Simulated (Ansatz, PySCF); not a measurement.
Gas-phase reaction in SMILES: COB(O)O → CO[B]O + [OH] (HO) (the B-O bond at the site shown breaks; other sites are not compared here)
Structures are relaxed separately at B3LYP-D3(BJ)/def2-TZVP in Ansatz (a first-principles code), one conformer each, not searched for the lowest.
Geometry of the first species:
SMILES: COB(O)O
```xyz
10

C      1.5112    -0.2567     1.1330
O      0.8895     0.3703     0.0153
B     -0.4006     0.0815    -0.3171
O     -0.9788     0.6980    -1.3984
O     -1.1250    -0.8187     0.4185
H      0.9774    -0.0274     2.0570
H      2.5273     0.1286     1.1975
H      1.5420    -1.3404     1.0063
H     -0.3778     1.3077    -1.8373
H     -2.0185    -0.9328     0.0809
```
Charge 0, spin multiplicity 1.

Quantity: bond dissociation energy (0 K, with B3LYP-D3(BJ) harmonic zero-point energies from PySCF), in kcal/mol. Valence correlation only, unless marked. Open shells are spin-unrestricted. No spin-orbit coupling. No relativistic terms. CBS marks a two-point X^-3 extrapolation of the correlation energy; Hartree-Fock from the larger set.

```tsv
level	program	bond dissociation energy (kcal/mol)
PBE-D3(BJ)/def2-TZVPD	Ansatz + dftd3	141.8
B3LYP/def2-TZVPD	Ansatz	___
CCSD/6-31G	Ansatz	129.4
CCSD/cc-pVQZ	Ansatz	143.9
CCSD(T)/CBS(cc-pVTZ,cc-pVQZ)	Ansatz	___
```

Problem. Some entries are withheld; supply them.

Solution. 
- B3LYP/def2-TZVPD, bond dissociation energy (kcal/mol): 138.9
- CCSD(T)/CBS(cc-pVTZ,cc-pVQZ), bond dissociation energy (kcal/mol): 147.2
